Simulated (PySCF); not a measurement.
Planning a shielding job on `C#C[C@@H](C)N[SiH2]C(F)(F)F`.

Method: GIAO PBE0/pcSseg-1 NMR shielding, non-relativistic, gas phase (PySCF 2.14.0, density-fitted response routines). Geometry: GFN2-xTB. Work: shieldings, charges and field gradients, density fitting. The input is one job of a driver script: a line of settings, then coordinates in Å.

Command:
```bash
OMP_NUM_THREADS=1 python probes_run.py task.json out
```

Input:
```
{"job": {"kind": "nmr", "xc": "PBE0", "basis": "pcSseg-1"}, "charge": 0, "multiplicity": 1}
C      2.619732     2.174856    -0.376307
C      2.019962     1.144754    -0.480702
C      1.259172    -0.094032    -0.549392
C      1.842163    -1.124023     0.423504
N     -0.142435     0.166572    -0.263940
Si    -1.433039    -0.492715    -1.149752
C     -2.987919     0.140451    -0.188054
F     -3.012979    -0.260726     1.102852
F     -3.092666     1.484811    -0.153040
F     -4.134074    -0.307999    -0.736335
H      3.161166     3.070669    -0.304822
H      1.311682    -0.485061    -1.571318
H      2.877589    -1.337218     0.171031
H      1.804460    -0.738409     1.439894
H      1.264048    -2.043399     0.373394
H     -0.274947     0.610917     0.633966
H     -1.530379     0.051323    -2.503099
H     -1.560297    -1.954453    -1.144296
```

Hardware: one thread, Arm Neoverse N1 (aarch64), on a shared host. PySCF's memory limit was set to 1040 MB.

Question: How large is the basis?

Answer: 217 functions for 86 electrons, with 1143 fitting functions; the fitted three-index integrals, 1143 × 217 × 218/2 numbers of 8 bytes, come to 210 MiB.

Question: Estimate the wall time.

Answer: About 77 s. The SCF took 13 cycles.

Question: Estimate the peak memory.

Answer: About 0.95 GiB. Peak memory is the resident size of the whole Python process, interpreter and libraries included.

The SCF part of the output:
```
coarse grid: 16336 points
cycle   1  E = -838.0654147006  dE =  1.371e+00  |g| = 9.367e-01  |ddm| = 3.915e+00
cycle   2  E = -837.9312251815  dE =  1.342e-01  |g| = 1.341e+00  |ddm| = 1.382e+00
cycle   3  E = -838.2236481981  dE = -2.924e-01  |g| = 8.676e-02  |ddm| = 7.539e-01
cycle   4  E = -838.2249920706  dE = -1.344e-03  |g| = 3.473e-02  |ddm| = 9.874e-02
cycle   5  E = -838.2252578962  dE = -2.658e-04  |g| = 6.234e-03  |ddm| = 3.320e-02
cycle   6  E = -838.2252648521  dE = -6.956e-06  |g| = 2.319e-03  |ddm| = 6.571e-03
final grid: 156752 points
cycle   7  E = -838.3012172231  dE = -4.910e-05  |g| = 8.118e-03  |ddm| = 4.464e-02
cycle   8  E = -838.3012037813  dE =  1.344e-05  |g| = 1.151e-02  |ddm| = 1.537e-02
cycle   9  E = -838.3012307081  dE = -2.693e-05  |g| = 2.309e-03  |ddm| = 8.930e-03
cycle  10  E = -838.3012319379  dE = -1.230e-06  |g| = 5.358e-04  |ddm| = 1.790e-03
cycle  11  E = -838.3012319982  dE = -6.027e-08  |g| = 1.769e-04  |ddm| = 4.441e-04
cycle  12  E = -838.3012320037  dE = -5.512e-09  |g| = 3.456e-05  |ddm| = 1.406e-04
cycle  13  E = -838.3012320039  dE = -2.301e-10  |g| = 9.109e-06  |ddm| = 3.686e-05
converged SCF energy = -838.3012320039
```

On the final grid dE counts from the start density on that grid.

Times come from a shared host and carry two figures at best.
